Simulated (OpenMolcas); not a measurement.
Ru3+ with 6 ligands (fluoride) in octahedral coordination (Oh). A charge of +0.5 e stands 3.2 Å behind each ligand. Ligand basis ANO-RCC-VDZP.

- Program: OpenMolcas 26.06
- Method: CASSCF
- Basis: ANO-RCC-VTZP [7s6p4d2f1g]
- Scalar Hamiltonian: DKH2, point nucleus
- Active space: 5 electrons in 5 orbitals (4d)
- State averaging: 2S+1 = 6 even, 1 root; 2S+1 = 4 even, 24 roots; 2S+1 = 2 even, 75 roots
- Spin-orbit coupling: state interaction with AMFI integrals over the reference wave functions

All ligands move together. At R = 1.94 Å |10Dq| is 24917 cm-1, and at R = 1.99 Å it is 21959 cm-1.

**Question.** A third run gives 18900 cm-1. What distance was it run at?

**Answer.** With a power law R^-n the two known points give n = -ln(21959 / 24917) / ln(1.99 / 1.94) = 4.97. Then R = 1.94 × (24917 / 18900)^(1/4.97) = 2.051 Å. The run was at 2.05 Å, so the estimate is off by +0.001 Å.

Without dynamic correlation the repulsion within the d shell is too large (B by tens of per cent), so at a given field states of lower spin stand too high. With metal d orbitals alone the field can be off either way by tens of per cent. Ligand-to-metal charge-transfer states are missing. With no ligand orbital active B as a rule stays too high, so bands that hang on it stand too high and its fall with covalency is understated. An orbital triplet at a regular site is open to Jahn-Teller coupling, which can distort the site and quench the lowest spin-orbit gaps and is left out (holds for R = 1.94; R = 1.99). This shell can be high or low spin here, a state of another spin lies low, and with metal d orbitals alone active their balance is uncertain, so the ground spin may be wrong, although the usual error favours high spin (holds for R = 1.94; R = 1.99). The least metal-like active orbital is 81 % on the metal (Löwdin) and no ligand orbital is active, so the numbers are rough (holds for R = 1.94). The least metal-like active orbital is 82 % on the metal (Löwdin) and no ligand orbital is active, so the numbers are rough (holds for R = 1.99). This shell can be high or low spin here, a state of another spin lies low, and with metal d orbitals alone active their balance is uncertain, so the ground spin may be wrong (holds for R = 2.05). No measured value stands beside these numbers; the geometry was imposed, not optimised, and the real ion may take another.
